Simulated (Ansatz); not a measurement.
# Worked example: C3H7ClMg + C2H7NSi → C3H9MgN + C2H5ClSi

Species: C3H7ClMg `C[CH](C)[Mg][Cl]`, singlet; C2H7NSi `C=C[SiH2]N`, singlet; C3H9MgN `C[CH](C)[Mg][NH2]`, singlet; C2H5ClSi `C=C[SiH2]Cl`, singlet. The partners trade Cl for NH2: Mg–Cl and Si–NH2 bonds give way to Mg–NH2 and Si–Cl.

Shapes, held fixed at every level: PBE0-D4/def2-TZVP. Flexible molecules stand in one conformer, not always the lowest. Programs: Ansatz 0.2.0. Electronic energies: no zero-point or thermal term.

At CCSD(T)/def2-TZVPP; 1 Eh = 2625.50 kJ/mol:

```
 species  energy (Eh)
C3H7ClMg  -777.919571
 C2H7NSi  -424.007358
 C3H9MgN  -374.007839
C2H5ClSi  -827.881609
```

Problem. Work out ΔE of the reaction at this level.

Solution. 
1. Products less reactants: (-374.007839) + (-827.881609) − [(-777.919571) + (-424.007358)] = 0.037481 Eh = +98.4 kJ/mol.

Other levels give +94.6 (PBE-D4/def2-TZVPP) to +124.9 kJ/mol (HF/def2-SVP). No measured value is set beside it here. Correlated rows may include outer-core shells of Mg, which these sets cover unevenly.
